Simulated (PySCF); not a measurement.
C5H5BO, SMILES C(B(C#C)OC)#C.

The structure is a stationary point at B3LYP-D3(BJ)/def2-SVP. One conformer was computed; it need not be the lowest.

The numbers are results of PBE0/def2-TZVP run with PySCF, not measurements.

Symmetry labels are those of the subgroup Cs that the program uses (full group Cs).

Q: List the valence orbital energies around the gap with their symmetry. (An estimate is asked for; the answer gives what the named calculation found.)

A: 
```tsv
orbital	symmetry	energy (eV)
HOMO−7	A"	-13.10
HOMO−6	A'	-11.49
HOMO−5	A"	-9.82
HOMO−4	A'	-9.45
HOMO−3	A'	-8.50
HOMO−2	A"	-8.41
HOMO−1	A"	-8.14
HOMO	A'	-7.96
LUMO	A"	-1.67
LUMO+1	A'	0.07
LUMO+2	A"	1.16
LUMO+3	A'	1.30
```
